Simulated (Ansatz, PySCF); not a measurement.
Energy difference R1 → P1 + P2, each structure at its B3LYP-D3(BJ)/def2-TZVP stationary point, reached from a drawn start (curvature not checked).
R1: SiCl4 (SMILES Cl[Si](Cl)(Cl)Cl), charge 0, multiplicity 1.
P1: Cl3Si (SMILES Cl[Si](Cl)Cl), charge 0, multiplicity 2.
P2: Cl atom, charge 0, multiplicity 2.

P less R. No zero-point or thermal terms; singlets are restricted closed shells; open shells are unrestricted; no spin–orbit coupling.

Cores are frozen in the correlated methods.

The values were computed with Ansatz (Gaussian orbitals); PySCF for M06-2X. No computed number here is a measurement.

```
level                 reaction energy (kcal/mol)
--------------------  --------------------------
HF/cc-pV(Q+d)Z                             82.15
BHLYP/def2-TZVPP                          102.02
M06-2X/def2-TZVPP                         108.45
CAM-B3LYP/def2-TZVPP                      104.78
wB97X-V/def2-TZVPP                        111.46
MP2/cc-pV(D+d)Z                           105.22
SCS-MP2/cc-pV(Q+d)Z                          ___
CCSD(T)/cc-pV(D+d)Z                          ___
CCSD(T)/cc-pV(T+d)Z                          ___
```

Q: Complete the blanks.

A: 
- SCS-MP2/cc-pV(Q+d)Z, reaction energy (kcal/mol): 113.35
- CCSD(T)/cc-pV(D+d)Z, reaction energy (kcal/mol): 100.07
- CCSD(T)/cc-pV(T+d)Z, reaction energy (kcal/mol): 107.08

Ansatz is a first-principles code.
